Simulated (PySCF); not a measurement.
Input for PySCF:
```python
from pyscf import gto, scf

mol = gto.M(
    atom='''
B     0.00409589    0.01392452    0.00870572
Cl    1.75461390   -0.24874663   -0.43087965
Cl   -0.68171649   -0.74958120    1.51644082
Cl   -1.07410209    0.99423238   -1.08812167
''',
    basis='6-31g**',
    charge=-1,
    spin=1,
    verbose=4,
)

mf = scf.UHF(mol)
mf = mf.density_fit(auxbasis='def2-universal-jkfit')
mf.kernel()
```

Problem. Give the total energy at the level DF-HF/6-31G** run with PySCF.

Solution. -1403.2264 Eh

Problem. Predict the number of basis functions from DF-HF/6-31G**.

Solution. 68

Problem. Predict the nuclear repulsion energy from DF-HF/6-31G**.

Solution. 219.2249 Eh

Problem. Predict the Mulliken (on the basis functions themselves) charges in atom order from DF-HF/6-31G**.

Solution. B1 0.09, Cl2 -0.36, Cl3 -0.36, Cl4 -0.36

Problem. What is the computed HOMO energy (DF-HF/6-31G**)?

Solution. -0.88 eV

These values belong to the state on which the SCF converged, which isn't shown to be the lowest.
